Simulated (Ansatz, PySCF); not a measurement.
Potential energy curve for Mg2, singlet.

- RHF/STO-3G = restricted Hartree-Fock/STO-3G (PySCF)
- UCCSD(T) = CCSD(T) on UHF/cc-pVTZ, frozen core (Ansatz, an electronic-structure program)
- UMP2/3-21G = unrestricted MP2 (frozen core)/3-21G (PySCF 2.14.0)

Energies are in kcal/mol, each relative to the lowest point of its own curve near equilibrium.

```csv
R / Å,RHF/STO-3G,UCCSD(T),UMP2/3-21G
2.72,0.7,11.2,20.5
2.86,0.0,7.2,16.0
3.03,0.5,4.0,12.2
3.30,2.5,1.4,7.8
3.42,…,0.8,6.2
3.50,4.0,0.6,…
3.60,4.6,0.3,…
3.68,5.0,…,2.9
3.83,5.6,0.0,1.4
3.97,…,0.0,0.9
4.16,6.3,0.0,0.5
4.52,6.7,0.1,0.1
4.82,6.7,0.2,0.0
5.39,6.8,0.4,0.1
5.95,6.8,0.6,0.3
6.47,6.8,0.6,…
7.14,6.8,0.7,0.7
7.90,6.8,0.7,0.8
8.73,6.8,0.7,0.8
9.84,6.8,0.8,0.8
10.77,6.8,0.8,0.9
```

**Question.** What belongs in the gaps?

**Answer.** 
- 3.42, RHF/STO-3G: 3.4
- 3.50, UMP2/3-21G: 5.1
- 3.60, UMP2/3-21G: 3.8
- 3.68, UCCSD(T): 0.2
- 3.97, RHF/STO-3G: 6.0
- 6.47, UMP2/3-21G: 0.5

The unrestricted determinant behind UCCSD(T) is spin-contaminated at 2.72 to 3.50 Å (<S²> up to 0.6, against 0.00 for a pure singlet). The unrestricted determinant behind UMP2/3-21G is spin-contaminated at 2.72 to 3.68 Å (<S²> up to 0.6, against 0.00 for a pure singlet).
